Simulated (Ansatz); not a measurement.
The molecule CaH, multiplicity 2 (the spin of the measured ground state). No spin–orbit coupling. Ca is treated without relativity.

D_e counts from the fitted minimum to each atom's lowest state at the same level, without counterpoise.

Correlated levels freeze the inner cores; with def2 sets outer-core shells near the valence are correlated too.

Run with Ansatz (a program for electronic structure). Values without a source in brackets are computed.

PBE/def2-TZVPP gives 187.6 kJ/mol for the bond energy D_e.

Problem. Where do these levels fall relative to PBE: r2SCAN/def2-TZVPP, B3LYP/def2-TZVPP, wB97M-V/def2-TZVPP, B2PLYP/def2-TZVPP, CCSD(T)/def2-QZVPP.

Solution. r2SCAN/def2-TZVPP 22.8; B3LYP/def2-TZVPP 0.8; wB97M-V/def2-TZVPP -14.0; B2PLYP/def2-TZVPP -17.5; CCSD(T)/def2-QZVPP -17.2 kJ/mol. 2 of 5 lie above PBE; the widest gap is to r2SCAN/def2-TZVPP.
